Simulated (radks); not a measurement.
The numbers below are computed, except where a source is named.
Fractional charge and spin in the 5s shell of iodine: the spin-up occupation runs from 0 to 1 and the spin-down occupation from 0 to 1; the fullest corner is I, [Kr] 4d10 5p(up 2.5, down 2.5) 5s(up 1, down 1). Level of theory: scalar-relativistic Kohn-Sham, LDA (Slater exchange, Perdew-Wang correlation), spin-polarised, spherical densities, finite nucleus; Fermi nuclear charge, rms radius of each element as measured or else 0.836 A^(1/3) + 0.57 fm (a radial shooting solver on a logarithmic mesh with Libxc functionals). Energy (eV) minus the two flat planes that join the four corners (they meet along the diagonal where the two added fractions sum to one electron); zero is where a piecewise linear energy would lie.

down \ up,0,0.25,0.5,0.75,1
0,0.000,-0.961,-1.274,-0.950,0.000
0.25,-0.961,-1.227,-0.857,0.137,-0.875
0.5,-1.274,-0.857,0.182,-0.786,-1.157
0.75,-0.950,0.137,-0.786,-1.113,-0.860
1,0.000,-0.875,-1.157,-0.860,0.000

Corners above the fullest one (they belong to I+ and the next ion): (up 1, down 0) 22.188 eV, (up 0, down 1) 22.188 eV, (up 0, down 0) 54.846 eV. With half an added electron in each spin the energy lies 0.182 eV from the planes, and with half an added electron in spin up alone -1.274 eV. The planes are only a guide here: the flat-plane condition holds for ground states with one frontier orbital, while this shell lies below other occupied shells, so the corners above the fullest one are inner-hole states and not the ground states of those ions.
